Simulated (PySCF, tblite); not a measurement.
Isomers of C5H9F3O. Method: GFN2-xTB as coded in tblite; computed harmonic values from a numerical Hessian at the method's own geometry, unscaled. Errors from tens to a few hundred cm⁻¹ against measured bands are possible. One conformer each.

Electronic energies: PBE0/pcSseg-1 single points on the GFN2-xTB geometries (PySCF, gas phase).

```json
{"SMILES": "CC[C@@H](OCF)C(F)F", "electronic energy, lowest = 0 (kJ/mol)": "29.1"}
{"SMILES": "CCOCCC(F)(F)F", "electronic energy, lowest = 0 (kJ/mol)": "0.0"}
{"SMILES": "CCC(F)(F)COCF", "electronic energy, lowest = 0 (kJ/mol)": "21.1"}
```

Problem. How do GFN2-xTB zero-point energies change the relative energies?

Solution. 
```tsv
SMILES	ZPE (kJ/mol)	of it from modes above 1550 cm⁻¹	electronic (kJ/mol)	with ZPE, lowest = 0 (kJ/mol)	lowest mode (cm⁻¹)	rings
CCOCCC(F)(F)F	361.5	160.0	0.0	0.0	31	0
CCC(F)(F)COCF	362.1	161.3	21.1	21.7	37	0
CC[C@@H](OCF)C(F)F	362.9	160.6	29.1	30.5	46	0
```

The zero-point energies span 1.4 kJ/mol, from `CCOCCC(F)(F)F` to `CC[C@@H](OCF)C(F)F`. The order is unchanged.

Problem. And how do the electronic energies of GFN2-xTB itself compare?

Solution. `CCOCCC(F)(F)F` 1.1; `CCC(F)(F)COCF` 0.0; `CC[C@@H](OCF)C(F)F` 6.8 kJ/mol, lowest = 0. Against the energies above, taken from the same isomer `CCOCCC(F)(F)F`, the largest difference is 23.4 kJ/mol.

Problem. What do entropy and thermal enthalpy add at 298.15 K and 1 bar (rigid rotor, harmonic oscillator, one conformer each)?

Solution. 
```
            SMILES  point group  symmetry number  S (J/(mol K))  H − H(0) (kJ/mol)  ZPE + H − H(0) − TS (kJ/mol)
     CCOCCC(F)(F)F           C1                1          427.8              29.43                         263.3
     CCC(F)(F)COCF           C1                1          423.0              29.35                         265.3
CC[C@@H](OCF)C(F)F           C1                1          425.9              29.47                         265.4
```
